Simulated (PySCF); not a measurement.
## Calculated properties of `ClC[Si@](Cl)(C=C)OC=C`

Compound: C5H8Cl2OSi.
Atom-mapped SMILES: `[CH2:1]=[CH:2][O:3][Si@@:4]([Cl:5])([CH:6]=[CH2:7])[CH2:8][Cl:9]` (hydrogens: H10, H11 on C1; H12 on C2; H13 on C6; H14, H15 on C7; H16, H17 on C8)

Some functional groups and rings: C=C double bond, C–Cl bond and C–Si bond.

GFN2-xTB geometry:

```yaml
Point_group_of_the_GFN2-xTB_geometry: C1
Rotational_constants_A_B_C_of_the_GFN2-xTB_geometry: 1.076, 0.761, 0.624 GHz
```

**PBE0/pcSseg-1 ground state and GIAO shieldings, non-relativistic (PySCF)**

```yaml
Dipole_moment: 3.33 D
HOMO_energy: -7.33 eV
LUMO_energy: -1.11 eV
HOMO–LUMO_gap: 6.22 eV
Lowest_Hirshfeld_atomic_charge: -0.19 e on O3
Highest_Hirshfeld_atomic_charge: +0.43 e on Si4
13C_chemical_shifts_computed_TMS_as_zero_by_class: 154.2 (C2), 146.9 (C7), 142.0 (C6), 100.0 (C1), 37.0 (C8) ppm
1H_chemical_shifts_computed_TMS_as_zero_by_class: 6.68 (H14), 6.64 (H12), 6.59 (H13), 6.20 (H15), 4.59 (H11), 4.55 (H10), 3.08 (H16), 2.67 (H17) ppm
Isotropic_shieldings_of_nuclei_other_than_C_and_H_by_class: 198 (O3), 363 (Si4), 911 (Cl5), 934 (Cl9) ppm
Mayer_bond_orders_between_heavy_atoms: C1–C2 1.94, C2–O3 0.96, O3–Si4 0.95, Si4–Cl5 1.05, Si4–C6 0.87, C6–C7 1.99, Si4–C8 0.85, C8–Cl9 0.97
```

Monoisotopic mass (most abundant isotopes): 181.9721 u.

The rotational constants make it an asymmetric top with κ = (2B − A − C)/(A − C) = -0.40, nearer the prolate limit (−1). The dipole equals about 11.1 × 10⁻³⁰ C·m (1 D = 3.33564 × 10⁻³⁰ C·m). With B = h/(8π²I), that is 505.379 GHz u Å² over I, the principal moments of inertia are 469.5, 664.0 and 809.3 u Å² (most abundant isotopes).

Isolated species at its GFN2-xTB geometry (one conformer only).

The values belong to the conformer `[CH2:1]=[CH:2][O:3][Si@@:4]([Cl:5])([CH:6]=[CH2:7])[CH2:8][Cl:9]`: C1–C2–O3–Si4 -5°, C2–O3–Si4–Cl5 -58°, O3–Si4–C6–C7 179°, O3–Si4–C8–Cl9 72°.
